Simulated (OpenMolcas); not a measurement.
# Worked example: vertical ionisation energy of NaBr (SMILES [Na][Br])

NaBr: 2 atoms, total charge 0, spin state singlet. SMILES: `[Na][Br]`. Geometry: relaxed at PBE0-D4/def2-TZVP.

```xyz
2

Na    1.0671   -0.3794    0.5374
Br   -1.0671    0.3794   -0.5374
```

Both states at this one shape; open shells run unrestricted unless said. 1 Eh = 27.2114 eV.

| level | program | singlet NaBr (Eh) | doublet NaBr+ (Eh) | HOMO of the first (eV) |
| --- | --- | --- | --- | --- |
| r2SCAN/cc-pVTZ | OpenMolcas | -2736.530320 | -2736.205722 | -5.29 |
| BHLYP/cc-pVTZ | OpenMolcas | -2736.561053 | -2736.242371 | -7.29 |

Question: Work out the vertical ionisation energy at each level.

Answer: 
1. r2SCAN/cc-pVTZ: -2736.205722 − (-2736.530320) = 0.324598 Eh = 8.83 eV; −ε(HOMO) = 5.29 eV.
2. BHLYP/cc-pVTZ: -2736.242371 − (-2736.561053) = 0.318682 Eh = 8.67 eV; −ε(HOMO) = 7.29 eV.

No measured value is set beside it here; the levels span 8.67 to 8.83 eV. In semi-local functionals −ε(HOMO) lies far under the ionisation energy, a result of self-interaction, while the difference of totals does much better. Spin-orbit coupling, which splits open shells on such heavy atoms by tenths of an eV, is left out. All-electron rows are non-relativistic unless named.
